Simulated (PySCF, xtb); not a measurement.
Ga(All)(H)2 (C3H7Ga), SMILES C=C[CH2][GaH2]. The values are those of a single conformer.

Harmonic wavenumbers (cm⁻¹) from GFN2-xTB in xtb at its own minimum, in rising order: 38, 108, 156, 346, 394, 416, 456, 622, 658, 686, 859, 943, 987, 1003, 1057, 1156, 1284, 1392, 1429, 1500, 1589, 1671, 2901, 2926, 3024, 3046, 3122.

Task: What does B3LYP-D3(BJ)/def2-SVP (PySCF) give at its own minimum? (The exact figures need the calculation; the answer reports its results.)

Result: 68, 229, 262, 414, 428, 501, 572, 695, 736, 770, 905, 943, 996, 1015, 1036, 1192, 1309, 1416, 1448, 1652, 1950, 1956, 3089, 3128, 3137, 3172, 3238. Paired by order, the mean absolute difference is 94 cm⁻¹ and the zero-point energies are 48.3 and 51.8 kcal/mol.
